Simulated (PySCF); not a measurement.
# What a mistake does to a calculation on AlBH2N cation

Calculated results; nothing here was measured. The program is PySCF 2.14.0, an open-source quantum chemistry code, run on an isolated molecule that a program drew, which may never have been made. The molecule is AlBH2N cation (charge +1, singlet), drawn as the SMILES string `N=[B][AlH+]`.

Each row is a Hartree-Fock (HF) and frozen-core CCSD(T) single point in the cc-pV(D+d)Z basis, meant for a local HF minimum. Run 1 is clean. Each other run has one planted mistake out of seven kinds, and not every kind appears here: one electron removed, one electron added, multiplicity raised by two, geometry at a saddle point, minimal basis STO-3G, one bond length entered in bohr, all coordinates scaled. The reference is restricted for singlets and unrestricted otherwise, and also for a bond in bohr. Adding or removing an electron swaps singlet and doublet. Electrons count all cores. HOMO and LUMO are orbital energies over both spins, the gradient is its largest component, and the lowest frequency (negative if imaginary) is given only where the gradient is small. Bond lengths are over the 4 bonds as drawn. T1 is the CCSD diagnostic: over 0.02 (restricted) or 0.045 (unrestricted) a single reference is doubtful.

Geometry of the clean run:
```xyz
5
AlBH2N cation, angstrom
N     1.3711   -0.4658   -0.2765
B     1.4424   -0.6017    0.9300
Al    1.5633   -0.8307    2.9665
H     1.3130   -0.3548   -1.2612
H     1.6538   -1.0031    4.4964
```

| run | electrons | basis functions | <S^2> | HOMO (eV) | LUMO (eV) | gradient (hartree/bohr) | lowest frequency (cm^-1) | mean bond (Å) | longest bond (Å) | T1 | HF (hartree) | CCSD(T) (hartree) | mistake |
|---|---|---|---|---|---|---|---|---|---|---|---|---|---|
| 1 | 26 | 61 | 0.000 | -16.55 | -5.27 | 1.2e-05 | 200 | 1.4510 | 2.053 | 0.0211 | -321.94560 | -322.26718 | no fault |
| 2 | 25 | 61 | 0.763 | -24.44 | -13.09 | 1.1e-01 | - | 1.4510 | 2.053 | 0.0167 | -321.41915 | -321.67575 | one electron removed |
| 3 | 26 | 61 | 0.000 | -16.21 | -5.30 | 4.6e-02 | - | 1.4916 | 2.110 | 0.0227 | -321.94147 | -322.26793 | all coordinates scaled |
| 4 | 26 | 61 | 2.236 | -12.80 | -9.15 | 3.0e-02 | - | 1.4510 | 2.053 | 0.0720 | -321.74678 | -322.05918 | multiplicity raised by two |
| 5 | 26 | 21 | 0.000 | -14.85 | 0.00 | 8.4e-02 | - | 1.4510 | 2.053 | 0.0216 | -318.11774 | -318.29786 | ? |

**Which mistake was planted in run 5, and what did it cost?**

It has 21 basis functions where the clean run has 61, with the same electrons and geometry. So the mistake is: minimal basis STO-3G. Subtracting run 1 and multiplying by 627.51 kcal/mol a hartree, the energy moved by 2402.0 kcal/mol in HF and 2490.8 kcal/mol in CCSD(T).

Cautions from the logs. Run 1: T1 is over the limit, so its CCSD(T) energy is less reliable; run 3: T1 is over the limit, so its CCSD(T) energy is less reliable; run 4: T1 is over the limit, so its CCSD(T) energy is less reliable; run 5: T1 is over the limit, so its CCSD(T) energy is less reliable.
